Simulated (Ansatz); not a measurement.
System: HSe, charge 0, doublet. HSe (SMILES [SeH], doublet).
B3LYP-D3(BJ)/def2-TZVP minimum from Ansatz (a quantum-chemistry and plane-wave program):
```
Se
H 1 1.4749
```
Charge 0, spin multiplicity 2.

Total energies in aug-cc-pVTZ, 7 correlated electrons, 14 frozen orbitals. UHF or UKS for unpaired electrons; spin-orbit terms are left out. Correlated methods leave the cores frozen (noble-gas shells, and filled d and f shells in the p block). No relativity.

| method | program | energy (Eh) | minus CCSDT(Q) (mEh) |
|---|---|---|---|
| HF | Ansatz | -2400.45520 | 163.63 |
| MP2 | Ansatz | -2400.59049 | 28.34 |
| CCSD | Ansatz | -2400.61240 | 6.43 |
| CCSD(T) | Ansatz | -2400.61791 | 0.93 |
| CCSDT(Q) | Ansatz | -2400.61883 | 0.00 |

Rough core times of Ansatz's runs on a shared machine: CCSD(T) under 20 s, CCSDT(Q) 2 min.
